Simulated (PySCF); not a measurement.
SMILES [Cl][GeH]([Cl])[Cl] (HCl₃Ge), CAM-B3LYP/def2-SVP optimised geometry. Atoms within 1.6 Å of the plane z = 0.0 Å (x, y, z in Å): Ge1 (-0.80, -0.71, 0.00), Cl2 (1.33, -0.71, 0.00), H5 (-1.33, 0.71, 0.00).

Level of theory: CAM-B3LYP/def2-TZVP in PySCF. Cells within 0.4 Å of a nucleus heavier than hydrogen are left out (blank, or x).

Map of the electrostatic potential (hartree/e), clipped to [-0.08, 0.12] on the plane z = 0.0 Å:

```
|111111111111111111111000000|
|111111111111111111111000000|
|111111111111111111110000000|
|111112222222111111110000000|
|111222222222221111110000000|
|112222233322222111100000000|
|122223344433222111100000000|
|122234567654332211000000000|
|222335899986433211000000000|
|222347999998654321100000000|
|223358999999975432211000000|
|223459999999998666653211000|
|223469999999999999999631100|
|233579999999999999999963110|
|234599999999999999999994210|
|234699999xxx99999xxx9996211|
|224699999xxx99999xxx9996211|
|1235999999x9999999x99995210|
|122479999999999999999983110|
|112359999999999999999842100|
|011236999999999778975210000|
|001123589999996432211000000|
|000012345677654211000000000|
|000001123344332110000000000|
|000000011122221100000000000|
|000000000111111000000000000|
|000000000000000000000000000|
```
Scale: ten equal steps from -0.009 (start of '0') to 0.120 (end of '9'), in the order '0123456789'; x runs from -3.50 to 3.50, y from -3.50 (bottom) to 3.50 (top).
